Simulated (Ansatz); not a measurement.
Gas-phase electronic energies from Ansatz, PBE0-D4/def2-TZVP geometries. CBS: MP2 limit from def2 TZ/QZ plus the TZ coupled-cluster correction, frozen cores. This one scheme is used for every species. DFT in def2-TZVPP. For Ga outer-core shells are correlated without core-valence functions, which leaves a few kJ/mol of doubt a bond. Scalar relativity is left out up to krypton. One conformer a species, not always the lowest.

Reaction (substitution at a C–N bond): `CC[N](C)[GaH2]` + `N#CO` → `CCOC#N` + `C[NH][GaH2]`

(1) Is it downhill or uphill in electronic energy at CCSD(T)/CBS, and by how much? (An estimate is asked.)

(2) What do these levels give: r2SCAN, r2SCAN0, MP2/def2-SVP, CCSD/def2-TZVPP, MP2/def2-QZVPP, CCSD/CBS(def2)? (Estimate.)

Largest T1 diagnostic among the species: 0.015.

Answers

(1) The calculation gave: Nearly level: ΔE = +1.9 kJ/mol.

(2) The calculation gave: r2SCAN -5.3, r2SCAN0 -4.2, MP2/def2-SVP 7.4, CCSD/def2-TZVPP -0.1, MP2/def2-QZVPP 5.3, CCSD/CBS(def2) -0.4 kJ/mol.

Leaving LDA and LC-ωPBE aside and taking each functional with its dispersion term where it has one, the values, not all of them listed here, spread over 12.7 kJ/mol, from B2PLYP to revPBE-D4. LDA lies +13.8 kJ/mol from PBE without D4. In def2-TZVPP, CCSD(T) changes the Hartree–Fock value by +24.8 kJ/mol (the triples alone add +2.3 kJ/mol) and MP2 by +28.3 kJ/mol.
